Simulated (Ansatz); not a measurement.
`CC[N](C)[SnH]([F])[Cl]` and `CCN(C)BCl` differ in one atom or group.

Ansatz, PBE0-D4/def2-TZVP geometries, multiplicity 1. Each molecule was computed in one conformer, which needn't be the lowest.

Elements past krypton have def2 core potentials.

```json
{"property": "size of the dipole moment (B3LYP/def2-TZVPP) / D", "`CC[N](C)[SnH]([F])[Cl]`": "3.53"}
{"property": "LUMO energy (PBE0/def2-TZVPP) / eV", "`CC[N](C)[SnH]([F])[Cl]`": "-1.14"}
{"property": "HOMO–LUMO gap (PBE/def2-TZVPP) / eV", "`CC[N](C)[SnH]([F])[Cl]`": "3.41"}
{"property": "HOMO–LUMO gap (ωB97M-V/def2-TZVPP) / eV", "`CC[N](C)[SnH]([F])[Cl]`": "9.92"}
{"property": "HOMO–LUMO gap (B3LYP/def2-TZVPP) / eV", "`CC[N](C)[SnH]([F])[Cl]`": "5.14"}
{"property": "LUMO energy (ωB97M-V/def2-TZVPP) / eV", "`CC[N](C)[SnH]([F])[Cl]`": "0.83"}
```

**Question.** What does the change do to each property? (Estimate.)

**Answer.** The calculation gave: 
| property | `CCN(C)BCl` | shift |
| --- | --- | --- |
| size of the dipole moment (B3LYP/def2-TZVPP) / D | 2.81 | -0.72 |
| LUMO energy (PBE0/def2-TZVPP) / eV | 0.22 | 1.36 |
| HOMO–LUMO gap (PBE/def2-TZVPP) / eV | 5.42 | 2.01 |
| HOMO–LUMO gap (ωB97M-V/def2-TZVPP) / eV | 11.69 | 1.77 |
| HOMO–LUMO gap (B3LYP/def2-TZVPP) / eV | 7.16 | 2.02 |
| LUMO energy (ωB97M-V/def2-TZVPP) / eV | 2.05 | 1.22 |

With PBE0 the HOMO falls by 0.57 eV and the LUMO rises by 1.36 eV, so the gap widens by about 1.93 eV. PBE moves the HOMO by -0.62 eV and ωB97M-V by -0.55 eV. Dipoles are sizes alone; their direction can turn.

B3LYP here is the variant with VWN-RPA as its local correlation; programs differ in this.
